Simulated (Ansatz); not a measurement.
```yaml
crystal:
  periodic: [false, false, false]
  atoms:
    - {symbol: C, position_ang: [-1.581626, 0.864412, 1.234209]}
    - {symbol: O, position_ang: [-0.167664, 0.836403, 0.757716]}
    - {symbol: Si, position_ang: [0.512071, 0.162613, -0.574134]}
    - {symbol: C, position_ang: [0.623995, -1.618534, -0.445082]}
    - {symbol: S, position_ang: [2.332953, 0.964310, -1.036804]}
    - {symbol: H, position_ang: [-2.124303, 1.062872, 0.319116]}
    - {symbol: H, position_ang: [-1.718635, -0.144287, 1.591186]}
    - {symbol: H, position_ang: [-1.730016, 1.635358, 1.959854]}
    - {symbol: H, position_ang: [-0.542854, 0.467167, -1.684020]}
    - {symbol: H, position_ang: [1.012155, -2.237721, -1.235888]}
    - {symbol: H, position_ang: [-0.243537, -2.097591, 0.003339]}
    - {symbol: H, position_ang: [1.355231, -2.069086, 0.501990]}
    - {symbol: H, position_ang: [1.875974, 2.126330, -1.088115]}
basis:
  gaussian: {orbitals: def2-mTZVPP}
total_charge: -2
hamiltonian: {xc: {name: B3LYP5}}
```

```sh
$ ansatz run in.yaml --threads 4 --pin off --events-out ev --progress --plain --max-ram 10444MiB
```

Output, abridged:

```
Functional definition: B3LYP5
  name "B3LYP5"
  cite "Stephens, Devlin, Chabalowski & Frisch, J. Phys. Chem. 98, 11623 (1994) doi:10.1021/j100096a001"
  cite "Becke, Phys. Rev. A 38, 3098 (1988) doi:10.1103/PhysRevA.38.3098"
  cite "Lee, Yang & Parr, Phys. Rev. B 37, 785 (1988) doi:10.1103/PhysRevB.37.785"
  cite "Vosko, Wilk & Nusair, Can. J. Phys. 58, 1200 (1980) doi:10.1139/p80-159"
  parameter a0 = 0.2
  parameter ax = 0.72
  parameter ac = 0.81
  exchange = (1 - a0 - ax)*slater_x + ax*b88_x + a0*exact_x
  correlation = (1 - ac)*vwn5_c + ac*lyp_c
1483 factors; their error is unknown
mean field evaluation 1: about -22944.6958 eV, gradient 4.8e1 eV
mean field evaluation 2: about -22929.1724 eV, gradient 8.6e1 eV
mean field evaluation 4: about -22951.9646 eV, gradient 1.6e1 eV
mean field evaluation 8: about -22952.7148 eV, gradient 1.5e-1 eV
mean field evaluation 16: about -22952.7978 eV, gradient 1.6e-3 eV
mean field -22952.79776075 eV, -843.4997597424 hartree, gradient 4.1e-5 eV, S^2 0.000000; 6 other end points of the search recorded, 0 dependent functions left out
reference -22952.79804622 eV, -843.4997702332 hartree; 30, 30 occupied and 126, 126 virtual orbitals, 1483 factors
Total energy: -22952.79804622 eV, -843.4997702332 hartree
```

**Question.** Something in this input is off. What?

**Answer.** The charge is far from anything that the molecule holds. The run converged. The result belongs to that input, not to the molecule as meant.

B3LYP here is the variant with VWN-RPA as its local correlation; programs differ in this.
